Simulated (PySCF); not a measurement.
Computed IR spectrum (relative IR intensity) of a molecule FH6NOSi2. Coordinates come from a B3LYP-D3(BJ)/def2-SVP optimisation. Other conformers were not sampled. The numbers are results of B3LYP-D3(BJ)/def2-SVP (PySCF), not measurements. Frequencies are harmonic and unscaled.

Lines under 2 % of the strongest are left out, and lines within 2 cm⁻¹ are merged.

```json
[
 {"ν (cm⁻¹)": "227", "relative intensity": "4.7"},
 {"ν (cm⁻¹)": "303", "relative intensity": "9.8"},
 {"ν (cm⁻¹)": "330", "relative intensity": "18"},
 {"ν (cm⁻¹)": "489", "relative intensity": "18"},
 {"ν (cm⁻¹)": "591", "relative intensity": "6.2"},
 {"ν (cm⁻¹)": "596", "relative intensity": "9.1"},
 {"ν (cm⁻¹)": "740", "relative intensity": "15"},
 {"ν (cm⁻¹)": "786", "relative intensity": "13"},
 {"ν (cm⁻¹)": "827", "relative intensity": "31"},
 {"ν (cm⁻¹)": "846", "relative intensity": "3.7"},
 {"ν (cm⁻¹)": "864", "relative intensity": "24"},
 {"ν (cm⁻¹)": "903", "relative intensity": "4.0"},
 {"ν (cm⁻¹)": "923", "relative intensity": "100"},
 {"ν (cm⁻¹)": "950", "relative intensity": "19"},
 {"ν (cm⁻¹)": "962", "relative intensity": "28"},
 {"ν (cm⁻¹)": "989", "relative intensity": "59"},
 {"ν (cm⁻¹)": "1203", "relative intensity": "53"},
 {"ν (cm⁻¹)": "2232", "relative intensity": "19"},
 {"ν (cm⁻¹)": "2264", "relative intensity": "27"},
 {"ν (cm⁻¹)": "2275", "relative intensity": "26"},
 {"ν (cm⁻¹)": "2280", "relative intensity": "29"},
 {"ν (cm⁻¹)": "3558", "relative intensity": "8.1"},
 {"ν (cm⁻¹)": "3863", "relative intensity": "17"}
]
```

**Question.** Identify the compound among the candidates.
A) N[SiH2]O[SiH2]F
B) N[Si@@](O)(F)[SiH3]
C) O[SiH2]N[SiH2]F
D) O[Si@H](F)N[SiH3]

**Answer.** C, O[SiH2]N[SiH2]F
